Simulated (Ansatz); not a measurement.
Cl3GeHSe (`[Cl][Ge]([Cl])([Cl])[SeH]`), one more setting.

```yaml
crystal:
  periodic: [false, false, false]
  atoms:
    - {symbol: Cl, position_ang: [-0.854261, -1.027354, 1.775305]}
    - {symbol: Ge, position_ang: [0.213771, -0.419155, 0.034212]}
    - {symbol: Cl, position_ang: [2.203450, -1.160980, 0.158524]}
    - {symbol: Cl, position_ang: [-0.757099, -1.339968, -1.624563]}
    - {symbol: Se, position_ang: [0.351229, 1.890876, -0.173405]}
    - {symbol: H, position_ang: [-1.115090, 1.992581, -0.216275]}
basis:
  gaussian: {orbitals: LANL2DZ}
total_charge: -1
magnetization: {spin_polarized: true, initial_magnetization: 1}
hamiltonian: {xc: {name: SPW92}}
```

```sh
$ ansatz run in.yaml --threads 4 --pin off --events-out ev --progress --plain --max-ram 10444MiB
```

It prints (some lines left out):

```
Error: <dir> can't be read: No such file or directory (os error 2)
```
